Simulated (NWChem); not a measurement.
Molecule: C4H4O2; SMILES Oc1ccoc1

```xyz
10

O     -0.0974    -2.0636     0.0000
C     -0.0270    -0.7178     0.0000
C      1.1405     0.1120     0.0000
C      0.6736     1.3942     0.0000
O     -0.6648     1.4132     0.0000
C     -1.1005     0.1295     0.0000
H      0.7938    -2.4242     0.0000
H      2.1823    -0.2043     0.0000
H      1.1738     2.3596     0.0000
H     -2.1729    -0.0360     0.0000
```
Atoms are numbered in this order, from 1.

All runs: NWChem. Pople sets run with spherical d functions. Medium grid unless said otherwise, to which SCAN and Minnesota functionals are sensitive. Structure relaxed at the PBE0/def2-SVP level. B3LYP is NWChem's, with the RPA form of VWN correlation.

**Question.** Among these, which level gives the highest value of “dipole (D)”?
(A) BHandHLYP/6-31G*
(B) PBE/6-31G*
(C) B3LYP/6-31G*
(D) OLYP/6-31G*

**Answer.** A, BHandHLYP/6-31G*. Values: OLYP/6-31G* 1.91; PBE/6-31G* 1.93; B3LYP/6-31G* 2.03; BHandHLYP/6-31G* 2.16
